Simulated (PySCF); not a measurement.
# `CC(=O)N[Si@H]1C=CCO1`: 4 charge schemes on one density

Compound: C₅H₉NO₂Si.
Cartesian coordinates in Å at the GFN2-xTB level; atoms count from 1:
```xyz
18
C5H9NO2Si angstrom
C      3.3708   -0.5676   -0.4978
C      2.0603    0.1739   -0.5733
O      1.8852    1.1903   -1.2148
N      1.0272   -0.3394    0.1234
Si    -0.4076    0.6569    0.0873
C     -1.5534    0.5804   -1.3957
C     -2.7153    0.1151   -0.9552
C     -2.7585   -0.2442    0.4977
O     -1.4815   -0.1227    1.0580
H      3.2356   -1.5976   -0.8206
H      4.1042   -0.0811   -1.1338
H      3.7291   -0.5705    0.5300
H      1.1461   -1.1769    0.6700
H     -0.1016    1.9766    0.6232
H     -1.3828    0.8849   -2.4118
H     -3.6122   -0.0267   -1.5386
H     -3.1098   -1.2721    0.6449
H     -3.4445    0.4273    1.0308
```

Density: PBE0/pcSseg-1 (PySCF); schemes: Mulliken, IAO, Hirshfeld and ESP-fitted. The structure is a single GFN2-xTB conformer in the gas phase; no vibrational or solvent corrections.

Problem. Do the Mulliken, IAO, Hirshfeld and ESP-fitted schemes agree on where the charge is highest?

Solution. All schemes agree: Mulliken Si5 (+1.055); IAO Si5 (+1.228); Hirshfeld Si5 (+0.427); ESP-fitted Si5 (+0.983).

Problem. Which atoms carry the lowest charge in the Mulliken, IAO, Hirshfeld and ESP-fitted schemes?

Solution. The schemes don't all agree: Mulliken O9 (-0.632); IAO O9 (-0.656); Hirshfeld O3 (-0.269); ESP-fitted N4 (-0.814).

Problem. At which atom do the 4 schemes differ most?

Solution. At Si5: from +0.427 (Hirshfeld) to +1.228 e (IAO), 0.801 e apart.

Problem. What partial charge does each atom carry?

Solution. In e:

| atom | environment | Mulliken | IAO | Hirshfeld | ESP-fitted |
| --- | --- | --- | --- | --- | --- |
| C1 | methyl carbon next to a carbonyl | -0.247 | -0.479 | -0.120 | -0.611 |
| C2 | amide carbonyl carbon | +0.358 | +0.452 | +0.185 | +0.834 |
| O3 | amide oxygen | -0.451 | -0.493 | -0.269 | -0.589 |
| N4 | amide nitrogen | -0.608 | -0.625 | -0.205 | -0.814 |
| Si5 | oxygen-bound silicon | +1.055 | +1.228 | +0.427 | +0.983 |
| C6 | alkene CH carbon | -0.392 | -0.466 | -0.154 | -0.490 |
| C7 | alkene CH carbon | -0.208 | -0.140 | -0.037 | -0.082 |
| C8 | sp3 carbon bound to oxygen | +0.133 | -0.056 | +0.003 | +0.142 |
| O9 | silyl ether oxygen | -0.632 | -0.656 | -0.244 | -0.536 |
| H10 | methyl hydrogen | +0.137 | +0.161 | +0.054 | +0.166 |
| H11 | methyl hydrogen | +0.145 | +0.173 | +0.057 | +0.174 |
| H12 | methyl hydrogen | +0.139 | +0.163 | +0.055 | +0.161 |
| H13 | amide N–H hydrogen | +0.197 | +0.280 | +0.138 | +0.384 |
| H14 | Si–H hydrogen | -0.105 | -0.156 | -0.083 | -0.161 |
| H15 | vinylic hydrogen | +0.114 | +0.167 | +0.049 | +0.200 |
| H16 | vinylic hydrogen | +0.103 | +0.153 | +0.055 | +0.114 |
| H17 | methylene hydrogen | +0.130 | +0.148 | +0.045 | +0.070 |
| H18 | methylene hydrogen | +0.132 | +0.145 | +0.045 | +0.054 |

Mean size of the charges over all atoms: ESP-fitted 0.365 e, IAO 0.341 e, Mulliken 0.294 e, Hirshfeld 0.124 e. Each set sums to the total charge, 0, to within 0.001 e. The ESP scheme fits charges at the nuclei, held to the total charge, to the electrostatic potential on points at 1.4 to 2.0 times the van der Waals radii. The IAO scheme counts the electrons in orthogonalised intrinsic atomic orbitals, a minimal basis polarised so that it spans the occupied orbitals exactly.

Problem. How many electrons does the ESP-fitted scheme count on N4?

Solution. Z − q = 7 − (-0.814) = 7.814.

Problem. Sum the charges by element, for elements with more than one atom.

Solution. 
```json
{"element": "C", "atoms": "5", "Mulliken": "-0.355", "IAO": "-0.689", "Hirshfeld": "-0.124", "ESP-fitted": "-0.207"}
{"element": "O", "atoms": "2", "Mulliken": "-1.083", "IAO": "-1.149", "Hirshfeld": "-0.513", "ESP-fitted": "-1.126"}
{"element": "H", "atoms": "9", "Mulliken": "+0.992", "IAO": "+1.235", "Hirshfeld": "+0.415", "ESP-fitted": "+1.163"}
```

Problem. How closely do the schemes follow one another over all atoms?

Solution. Correlation coefficient and root-mean-square difference: Mulliken with IAO 0.98, 0.094 e; IAO with Hirshfeld 0.98, 0.284 e; Mulliken with Hirshfeld 0.98, 0.228 e; IAO with ESP-fitted 0.95, 0.140 e; Hirshfeld with ESP-fitted 0.95, 0.316 e; Mulliken with ESP-fitted 0.94, 0.170 e.

These values come from a run that also computed NMR shieldings. Time: 69 s; peak memory 0.92 GiB. Hardware: an Arm Neoverse N1 with one thread, no GPU (shared host).
